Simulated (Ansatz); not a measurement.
CH$_{3}$BrClSi, SMILES `C[Si](Cl)Br` radical, relaxed with UKS PBE-D4/def2-SVP in Ansatz 0.2.0 from a rough embedded geometry. The force threshold is 0.03 eV/Å; the program also tests the step.

The species carries charge 0 and has multiplicity 2.

Start:

```xyz
7

C     0.036   -0.820   -0.064
Si   -0.262    0.904   -0.519
Cl    1.524    1.844   -0.546
Br   -1.467    1.848    1.059
H    -0.963   -1.407   -0.026
H     0.633   -1.390   -0.814
H     0.499   -0.978    0.909
```

Task: By how much does the energy fall, and how many steps does the optimiser take? (Best estimate.)

Result: The calculation gave: 21.28 kJ/mol, in 4 steps.

Task: Which bonds change most? (An estimate is asked.)

Result: Computed: C1–Si2 from 1.808 to 1.891 Å; Si2–Cl3 from 2.019 to 2.093 Å; Si2–Br4 from 2.199 to 2.255 Å; C1–H5 from 1.159 to 1.108 Å.

Task: Give the relaxed structure. (An estimate is asked.)

Result: Ansatz gave: 
```xyz
7

C     0.008   -0.897   -0.068
Si   -0.264    0.921   -0.510
Cl    1.600    1.870   -0.581
Br   -1.533    1.876    1.091
H    -0.966   -1.423   -0.020
H     0.648   -1.379   -0.833
H     0.508   -0.967    0.921
```
